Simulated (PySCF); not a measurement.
C2H11BN2Si.
Structure used (PBE0-D3(BJ)/def2-SVP), in Å, numbered top down from 1:
```xyz
17
C2H11BN2Si angstrom
C     -1.757    1.668    0.450
B     -0.959    0.344    0.104
C     -1.762   -0.914   -0.425
N      0.446    0.311    0.295
Si     1.654   -0.935    0.056
N      3.137   -0.132   -0.321
H     -2.601    1.452    1.126
H     -1.147    2.463    0.908
H     -2.212    2.080   -0.468
H     -2.519   -0.616   -1.169
H     -1.149   -1.718   -0.857
H     -2.328   -1.349    0.418
H      0.850    1.160    0.687
H      1.951   -1.719    1.294
H      1.127   -1.875   -0.979
H      4.012   -0.544   -0.019
H      3.252    0.364   -1.197
```

Computed with TDDFT CAM-B3LYP/def2-SVPD, vertical, gas phase, core orbitals frozen in the response in PySCF.

Ground-to-excited transition dipoles (e·a0, same axes as the geometry; the sign carries no meaning), for the states with f of 0.002 or more among the lowest 8:

```
state  E (eV)      μx      μy      μz
   S1   6.593  -0.101   0.385   0.195
   S2   7.273   0.164   0.084  -0.121
   S4   7.554  -0.412   0.020  -0.123
   S5   7.729  -0.943   0.402  -0.130
   S6   7.899  -0.625   0.384   0.004
   S7   7.918  -0.359  -0.234  -0.050
   S8   8.112   0.069  -0.275  -0.323
```

Q: What oscillator strength does each state have?

A: f = (2/3) ΔE |μ|² with ΔE in hartree (27.2114 eV).

```csv
state,|μ|² (au),|μ| (D),f
S1,0.196,1.13,0.032
S2,0.049,0.56,0.009
S4,0.185,1.09,0.034
S5,1.068,2.63,0.202
S6,0.538,1.86,0.104
S7,0.186,1.10,0.036
S8,0.184,1.09,0.037
```

Q: Which bond between heavy atoms lies closest to the direction of the S5 transition dipole?

A: B2–N4, at 22° from it; next N4–Si5 at 27°.

Q: What angle do the transition dipoles of S6 and S8 make?

A: |cos θ| = |μa·μb| / (|μa| |μb|) = 0.48, so θ ≈ 62° (taken between 0 and 90°, since the signs are arbitrary).

Q: What peak molar absorption coefficient would the strongest computed level give as a lone Gaussian band 0.5 eV wide at half height?

A: ε(max) = 2.175×10⁸ f / FWHM, with the width in cm⁻¹. S5: 2.175×10⁸ × 0.2022 / 4033 ≈ 11000 L mol⁻¹ cm⁻¹.

The vertical ionisation energy (ΔSCF) is 9.74 eV, 1.63 eV above S8.

One conformer stands for the species.

Without π bonds the low states may be Rydberg-like; a valence basis with one diffuse set may place them up to an eV too high.
